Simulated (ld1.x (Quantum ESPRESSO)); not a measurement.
**Reading a pseudo-wave (iron (Fe))**

Columns: radius, all-electron u(r) and pseudo u(r) of the 4s shell (level -6.57 eV) of iron in the configuration [Ar] 3d6 4s1 4p1; LDA (PZ), scalar-relativistic, PAW scheme, ld1.x (Quantum ESPRESSO) 7.5.

```tsv
r (bohr)	all-electron	pseudo
0.190	-0.1728	-0.0796
0.380	0.1058	-0.1582
0.570	0.2837	-0.2347
0.760	0.2252	-0.3080
0.950	0.0548	-0.3769
1.140	-0.1354	-0.4404
1.330	-0.3034	-0.4971
1.520	-0.4355	-0.5461
1.710	-0.5307	-0.5861
1.900	-0.5934	-0.6163
2.090	-0.6289	-0.6358
2.280	-0.6431	-0.6442
2.470	-0.6410	-0.6410
2.660	-0.6267	-0.6267
2.850	-0.6036	-0.6036
3.040	-0.5746	-0.5746
3.230	-0.5417	-0.5417
3.420	-0.5067	-0.5067
3.610	-0.4708	-0.4708
3.800	-0.4350	-0.4350
3.990	-0.4000	-0.4000
4.180	-0.3663	-0.3663
4.370	-0.3342	-0.3342
4.560	-0.3039	-0.3039
4.750	-0.2756	-0.2756
4.940	-0.2493	-0.2493
```

(1) How many radial nodes do the two functions have?

(2) At about which radius was the pseudo-wave matched?

(3) Is the pseudo-wave norm-conserving?

Answers

(1) The all-electron 4s function has n − l − 1 = 3 (the table is too coarse to show those close to the nucleus); the pseudo-wave has 0, since the states of the same l below it are removed with the core.

(2) 2.50 bohr, where the columns begin to agree (steps of 0.19 bohr).

(3) No, it belongs to a PAW set: the norm inside the radius is not constrained, and the difference is carried by the augmentation charge.
